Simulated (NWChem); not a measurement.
System: VOF2 cation; SMILES [F][V+](=[O])[F]

```xyz
4

V      0.0439     0.2574     0.0000
O      1.4343    -0.3213     0.0000
F     -0.7027    -0.2354    -1.3943
F     -0.7027    -0.2354     1.3943
```
Atoms are numbered in this order, from 1.

Level: PBE0/def2-SVP (NWChem), optimised geometry, unscaled harmonic frequencies. The spin multiplicity was typed, not searched, and may not be the lowest.

```
frequency (cm⁻¹)  IR intensity (km/mol)
----------------  ---------------------
188                                34.5
298                                20.9
354                                 1.7
862                                65.2
937                               183.7
1246                              111.1
```

```
Property                                                                           Result
-----------------------------------------------------------------------  ----------------
zero-point energy                                                            5.6 kcal/mol
thermal correction to the enthalpy at 298.15 K (with zero-point energy)      8.8 kcal/mol
heat capacity Cv                                                         12.2 cal/(mol K)
entropy at 298.15 K and 1 atm (symmetry number 1)                        69.8 cal/(mol K)
```

Rigid rotor and harmonic oscillator.
